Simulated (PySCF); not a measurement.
## Peak assignment

Bonds (- single, = double, # triple, : aromatic): F1-C2, C2-Si3, C2-Si4, C2-C5, C5-O6, O6-Si7. Si3 carries H8, H9, H10; Si4 carries H11, H12, H13; C5 carries H14, H15; Si7 carries H16, H17, H18.

Method: geometry from GFN2-xTB, NMR shieldings at PBE0/pcSseg-1/GIAO, in PySCF (one conformer, averaged over atoms made equivalent by symmetry, fast rotation or ring inversion, non-relativistic Hamiltonian, no solvent model).

Chemical shifts δ = σref − σ; 13C and 1H against TMS, all at this level.

**Question.** Assign these signals to the numbered atoms. 13C{1H} NMR (computed): δ 92.8 (C), 74.1 (CH2).

**Answer.** 
92.8 → C2, fully substituted sp3 carbon bonded to F and 2 Si: the inductive effect lowers its shielding
74.1 → C5, sp3 CH2 bonded to O: the inductive effect lowers its shielding

**Question.** Assign these signals to the numbered atoms. 1H NMR (400 MHz, computed): δ 4.87 (s, 3H), 4.25 (m, 2H), 4.03 (m, 6H).

**Answer.** 
| δ (ppm) | atoms | environment | reason |
| --- | --- | --- | --- |
| 4.87 | H16/H17/H18 | hydrogen on a silicon bonded to O | – |
| 4.25 | H14/H15 | hydrogen on an sp3 CH2 bonded to O | its carbon carries O, which withdraws density |
| 4.03 | H8/H9/H10/H11/H12/H13 | hydrogen on a silicon bonded to C | – |

Splittings by 19F in the carbon and heteronuclear signals aren't shown, as no couplings were computed. Shifts are as computed. Against solution values, carbons near 30 ppm lie about +3 ppm off and those near 130 ppm about +5 ppm. Of 1211 compounds with measured shifts, 218 miss one by over three times the rms of a fit or turn the order of signals round; such compounds aren't used in these exercises. Multiplicities follow the n + 1 count of equivalent neighbours, as no J values were calculated; m marks all less simple cases, F and P coupling included.
